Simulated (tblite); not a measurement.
Compound: C5H13NSi2.
Z-matrix (Å and degrees, GFN2-xTB geometry), rows numbered from 1:
```
C 
C   1  1.3237
C   2  1.4653  1  124.22
C   3  1.5104  2  119.23  1  -146.25
C   4  1.4894  3   60.94  2  -109.66
N   5  1.4266  3  122.04  4  -112.87
Si  6  1.7410  5  113.89  3   -77.93
Si  6  1.7361  5  119.86  3    96.29
H   1  1.0761  2  122.00  3  -179.82
H   1  1.0778  2  121.67  3     0.29
H   2  1.0818  1  120.36  3   179.72
H   3  1.0841  2  114.31  1    -0.58
H   4  1.0785  3  116.68  5   109.15
H   4  1.0799  3  118.50  5  -108.67
H   5  1.0885  3  114.11  4   107.15
H   7  1.4569  6  106.36  5  -169.61
H   7  1.4656  6  110.61  5    68.99
H   7  1.4668  6  107.12  5   -50.11
H   8  1.4724  6  112.18  5   -80.07
H   8  1.4638  6  107.63  5    40.49
H   8  1.4580  6  106.42  5   160.31
```

Method: GFN2-xTB as coded in tblite; computed harmonic values from a numerical Hessian at the method's own geometry, unscaled. This tight-binding method is rough: wavenumbers can miss measured ones by several per cent, in bad cases by 10 to 20. Modes of hydrogen on silicon can be 10 to 20 % off. One conformer, not necessarily the lowest.

Harmonic wavenumbers (cm⁻¹): 49.8, 60.2, 80.1, 126.0, 134.0, 188.3, 227.0, 229.7, 292.4, 369.8, 422.1, 506.5, 556.7, 566.2, 572.4, 587.2, 625.2, 690.0, 749.9, 771.5, 785.6, 801.0, 806.4, 828.3, 841.5, 866.4, 875.1, 903.1, 970.6, 981.5, 1013.9, 1033.5, 1057.5, 1077.9, 1089.8, 1168.6, 1204.5, 1257.4, 1285.7, 1331.8, 1374.9, 1425.2, 1459.9, 1700.0, 2165.1, 2217.9, 2237.4, 2247.6, 2291.3, 2312.8, 2955.5, 3033.5, 3065.7, 3080.7, 3099.9, 3106.8, 3129.6.

A = 1753, B = 1068, C = 860.2 MHz; mass 143.059 u (most abundant isotopes); point group C1, symmetry number 1.

**Question.** What is the zero-point energy?

**Answer.** ½Σν̃ = 34444 cm⁻¹ = 98.48 kcal/mol.

**Question.** What is S at 298.15 K and 1 bar for an ideal gas of classical rigid rotors and harmonic oscillators?

**Answer.** Translation 40.81, rotation 29.68, vibration 34.63: S = 105.1 cal/(mol K).

**Question.** And Cp and H(298.15 K) − H(0)?

**Answer.** Cp = 45.09 cal/(mol K), of which vibrations give 37.14 (their classical limit is 57 R = 113.3); H(298.15 K) − H(0) = 7.83 kcal/mol without the zero-point energy, 5.46 from vibrations.

**Question.** What must be added to the electronic energy to get the Gibbs energy at 298.15 K and 1 bar?

**Answer.** ZPE + [H(298.15 K) − H(0)] − T·S = 98.48 + 7.83 − 31.34 = 74.97 kcal/mol.

**Question.** Blend soft modes into free rotors: weight 1/[1 + (100 cm⁻¹/ν̃)⁴] for the oscillator and the rest for a rotor with moment μB/(μ + B), μ = h/(8π²ν), B = 10⁻⁴⁴ kg m². What vibrational entropy results?

**Answer.** 31.73 cal/(mol K) in place of 34.63, which changes −T·S at 298.15 K by +0.87 kcal/mol.

**Question.** Which modes carry the vibrational entropy at 298.15 K?

**Answer.** 49.8 cm⁻¹: 4.83; 60.2 cm⁻¹: 4.45; 80.1 cm⁻¹: 3.89; 126.0 cm⁻¹: 3.01; 134.0 cm⁻¹: 2.89; 188.3 cm⁻¹: 2.24 cal/(mol K); the other 51 give 13.33 together.

Hindered rotation and anharmonicity are outside this model. Other conformers, if any are populated, would add a mixing term that is left out. The structure is chiral; the term R ln 2 for an equal mix with its mirror image is left out.
